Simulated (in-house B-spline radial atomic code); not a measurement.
Computed with a B-spline radial atomic code. Model: two electrons, singlet ground state, non-relativistic, full CI in B-splines with partial waves to l = 8 (at full coupling up to 3e-4 hartree above the limit, correlation up to 0.6 % small), density held at that of full coupling by Lieb maximisation.

W(λ) is the mean repulsion in the state of coupling λ less the Hartree energy of the fixed density. Its start is exact exchange, its initial slope is twice the second-order Görling-Levy correlation energy, and its area from 0 to 1 is E_xc. A straight curve means weak, dynamic correlation, and a curve that drops fast and flattens means strong correlation.

Command:
```bash
python run_ac.py task.json out
```
Settings (lengths in bohr, energies in hartree):
```
potential              dot
strength               3.82
lmax                   8
second                 1
```

Time taken, with all properties: 5.8 s on 1 thread of Intel(R) Xeon(R) Processor @ 2.30GHz, on a shared host.

**W = mean repulsion less Hartree energy, and W of three functionals.**

Given: confinement charge in harmonic well; well frequency 3.82 hartree; nuclear charge 1; external potential omega^2 r^2/2 - Z/r.

Computed: LDA exchange minus exact 248.07 millihartree; SCAN exchange minus exact 9.0615 millihartree.

```
coupling  W xc (hartree)  W xc minus exchange (millihartree)  kinetic minus Kohn-Sham (millihartree)  LDA (PW92) W minus its exchange (millihartree)  PBE W minus its exchange (millihartree)  SCAN W minus its exchange (millihartree)
       0          -1.688                                   0                                       0                                               0                                        0                                         0
    0.02         -1.6899                              -1.902                                       0                                          -13.21                                    -2.77                                      -1.9
    0.05         -1.6928                              -4.736                                     0.1                                          -27.51                                    -6.91                                     -4.69
    0.12         -1.6993                             -11.258                                     0.7                                          -53.75                                   -16.36                                    -11.06
    0.25               ?                                   ?                                       ?                                               ?                                        ?                                         ?
     0.4               ?                                   ?                                       ?                                               ?                                        ?                                         ?
     0.6         -1.7408                              -52.78                                    15.4                                         -165.29                                    -73.8                                    -50.81
     0.8         -1.7566                             -68.572                                    26.4                                          -198.3                                   -94.59                                     -65.8
       1         -1.7716                             -83.562                                    39.9                                         -227.32                                  -113.94                                    -80.01
     1.4         -1.7994                             -111.35                                    73.2                                         -276.93                                     -149                                   -106.43
       2         -1.8363                             -148.24                                   135.6                                         -337.26                                  -194.47                                    -141.8
       3         -1.8875                             -199.44                                   262.7                                         -414.79                                  -256.53                                    -191.8
     4.5         -1.9467                             -258.68                                   482.6                                          -499.9                                   -328.3                                   -251.49
       7         -2.0159                              -327.9                                   874.7                                         -597.55                                  -414.09                                   -324.18
      10         -2.0713                             -383.29                                    1340                                         -676.86                                  -485.79                                   -384.49
```

(1) What belongs in the row 0.25?

(2) What belongs in the row 0.4?

(3) What is the PBE exchange minus exact?

**Energy parts, natural occupations and partial-wave weights.**

Computed: total energy 8.3830 hartree; correlation energy -0.043639 hartree; kinetic part of the DFT correlation energy 0.039923 hartree; kinetic part over minus potential part 0.47776; Hartree energy 3.3761 hartree; Kohn-Sham kinetic 6.6357 hartree; Lieb Oxford ratio E_xc over LDA exchange 1.2026.

| natural | occupation of the shell (electrons) |
| --- | --- |
| s | 1.9939 |
| p | 0.0052434 |
| s | ? |
| d | 0.00023405 |
| p | 6.4864e-05 |
| f | 3.0684e-05 |

(4) What belongs in the row s?

```
wave      weight
   s      0.9972
   p   0.0026563
   d  0.00012385
   f           ?
   g  3.9575e-06
```

(5) What belongs in the row f?

(6) What is the exchange energy?

(7) What is the initial slope twice GL2?

## Answers

(1) W xc (hartree): -1.7111; W xc minus exchange (millihartree): -23.041; kinetic minus Kohn-Sham (millihartree): 2.8; LDA (PW92) W minus its exchange (millihartree): -91.51; PBE W minus its exchange (millihartree): -33.14; SCAN W minus its exchange (millihartree): -22.44.

(2) W xc (hartree): -1.7242; W xc minus exchange (millihartree): -36.13; kinetic minus Kohn-Sham (millihartree): 7.1; LDA (PW92) W minus its exchange (millihartree): -126.52; PBE W minus its exchange (millihartree): -51.31; SCAN W minus its exchange (millihartree): -34.97.

(3) 70.387 millihartree.

(4) occupation of the shell (electrons): 0.00051981.

(5) weight: 1.7163e-05.

(6) -1.688 hartree.

(7) -0.095377 hartree.

Half-way to full coupling W has made 53 % of its drop, against 50 % for a straight line, and second-order (GL2) theory, half the initial slope, overshoots the correlation energy by about 9 %: a moderate bend, as in light atoms. Over couplings 0 to 1 the errors in E_xc come to about +154 millihartree for LDA, +53 millihartree for PBE, +11 millihartree for SCAN, so SCAN is nearest. In LDA and PBE the errors of exchange and correlation have opposite signs, so the sum is smaller than the larger of the two.
